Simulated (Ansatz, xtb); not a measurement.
## Ranking isomers of BF2GeN

4 gas-phase structures of BF2GeN, found in a search over its isomers (lower ones may exist). Each was relaxed with GFN2-xTB:

A. `FB(F)[N+]#[Ge-]`, a singlet
B. `B#[N+][Ge-]([F])[F]`, a singlet
C. `N#[B-][Ge+]([F])[F]`, a singlet
D. `FB=[N+]=[Ge-][F]`, a singlet

Question: Which do you expect lowest at r2SCAN-D4/def2-SVP, and how would the others follow?

Answer: Calculated order at r2SCAN-D4/def2-SVP: A (0.000), D (1.316), C (6.590), B (6.859) eV.

Energies above the lowest of each column, in eV; the last columns are at B3LYP-D3(BJ)/def2-SVP geometries and were run for some of them only (a dash: not run or not comparable):

| structure | GFN2-xTB | HF/STO-3G | r2SCAN-D4/def2-SVP | B3LYP-D3(BJ)/def2-SVP | CCSD(T)/def2-SVP + ΔMP2/def2-TZVPP |
| --- | --- | --- | --- | --- | --- |
| A | 0.291 | 0.000 | 0.000 | 0.000 | 0.000 |
| D | 0.000 | 2.230 | 1.316 | 1.251 | 1.217 |
| C | 3.679 | 8.945 | 6.590 | – | – |
| B | 3.356 | 10.645 | 6.859 | – | – |

CCSD(T)/def2-SVP + ΔMP2/def2-TZVPP puts A lowest of those it was run on; GFN2-xTB picks D. Some further structures that were screened fall inside this span and aren't listed. Frequencies (B3LYP-D3(BJ)/def2-SVP) were run for A, D alone. The ΔMP2 step shifts differences by up to 0.226 eV, which makes them less sure. ΔMP2 is the change of the MP2 energy from the smaller to the larger basis.

Over these structures GFN2-xTB departs from r2SCAN-D4/def2-SVP by 1.347 eV on average once a common shift is removed. A GFN2-xTB relaxation took about 0.1 s and the r2SCAN-D4/def2-SVP energy about 1.2 s on a shared host (Ansatz 0.2.0, xtb 6.7.1).
